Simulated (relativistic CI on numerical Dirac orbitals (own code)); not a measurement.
**Hyperfine structure of Ti¹⁴⁺, mass number 47**

Calculated at this level of theory: Dirac-Coulomb-Breit CI, separate exchange-only KLI orbitals for each configuration, model QED, unscaled Slater integrals (own radial code, finite nucleus).

CI space (outside the closed core 1s2): 2s2 2p4, 2s 2p5, 2p6, 2p5 3s, 2s2 2p3 3s, 2p5 3p, 2p5 3d, 2s2 2p3 3p, 2s2 2p3 3d, 2s 2p4 3s, 2s 2p4 3p, 2s 2p4 3d, 2s2 2p3 4s, 2s2 2p3 4p, 2s2 2p3 4d, 2s2 2p3 4f. Levels of other configurations are missing.

Nuclear spin I = 5/2, μ = -0.78814 μN, Q = 0.302 b (tables of Stone and Pyykkö). The electronic factors are computed for point nuclear moments, without core polarisation or the Bohr-Weisskopf and QED corrections.

```
           Level   E (eV)  A (MHz)  B (MHz)
    2s2 2p4 3P_2    0.000    -4902     7320
    2s2 2p4 3P_1    4.846    61.45    -4150
    2s2 2p4 1D_2   13.780    -9683   -15700
    2s 2p5 3P°_2   89.082   -24040    -8230
    2s 2p5 3P°_1   92.881   -23410     4110
    2s 2p5 1P°_1  123.251   -15130    -8260
2s2 2p3 3s 5S°_2  533.484    -5272      145
2s2 2p3 3s 3S°_1  539.250     4179      190
```

Levels with J = 0, under 50 % of one LS term, or S terms without an open s electron are left out. Small factors come from cancelling terms and can be off by tens of per cent or more.

At this charge energies of transitions that change n are usually good to better than 1 %, and those within a shell (Δn = 0) to a few per cent.

(1) Give the hyperfine levels of 2s2 2p4 3P_2 relative to its centre of gravity.

## Answers

(1) With K = F(F + 1) − I(I + 1) − J(J + 1), E = AK/2 + B[¾K(K + 1) − I(I + 1)J(J + 1)]/[2I(2I − 1)J(2J − 1)]: F = 1/2: 39440, F = 3/2: 28790, F = 5/2: 12880, F = 7/2: -5563, F = 9/2: -22680 MHz.

LS names give the leading component of a level, which can be under half, so a name can repeat, a term be missing and a line seem to break the LS rules.
